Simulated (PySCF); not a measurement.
NICS in one family of compounds.

Definitions: NICS(0) = −σiso at the ring centroid; NICS(1) = −σiso and NICS(1)zz = −σzz at ±1 Å along the ring normal z. Level: GIAO PBE0/pcSseg-1 (PySCF, non-relativistic, gas phase) on the GFN2-xTB geometries, one conformer each. Atom numbers follow the mapped SMILES.

Question: Order these rings by mean NICS(1)zz, lowest (most negative) first (ppm).
A. ring C4–C5–C6–C7–S8 in `[CH3:1][O:2][CH2:3][c:4]1[cH:5][cH:6][cH:7][s:8]1`
B. ring C4–C5–C6–C7–S8 in `[CH3:1][CH:2]([CH3:3])[c:4]1[cH:5][cH:6][cH:7][s:8]1`
C. ring C4–C5–C6–C7–S8 in `[CH3:1][N:2]([CH3:3])[c:4]1[cH:5][cH:6][cH:7][s:8]1`
D. ring C3–C4–C5–C6–S7 in `[SiH3:1][O:2][c:3]1[cH:4][cH:5][cH:6][s:7]1`

Answer: A (-26.9), B (-25.0), D (-23.3), C (-22.2).

```tsv
SMILES	ring	NICS(0)	NICS(1)	NICS(1)zz	HOMA	rms pucker (Å)	ring atoms with four or more neighbours
COCc1cccs1	5-membered ring with S; formal bonds all aromatic	-12.3	-11.2	-26.9	0.78	0.00	0
CC(C)c1cccs1	5-membered ring with S; formal bonds all aromatic	-12.0	-10.8	-25.0	0.76	0.00	0
[SiH3]Oc1cccs1	5-membered ring with S; formal bonds all aromatic	-12.8	-10.3	-23.3	0.74	0.00	0
CN(C)c1cccs1	5-membered ring with S; formal bonds all aromatic	-11.9	-9.9	-22.2	0.74	0.00	0
```

NICS(0) gives another order. The isotropic NICS(1) gives the same order. HOMA uses Krygowski's 1993 parameters. NICS(1) and NICS(1)zz are means over the two faces.
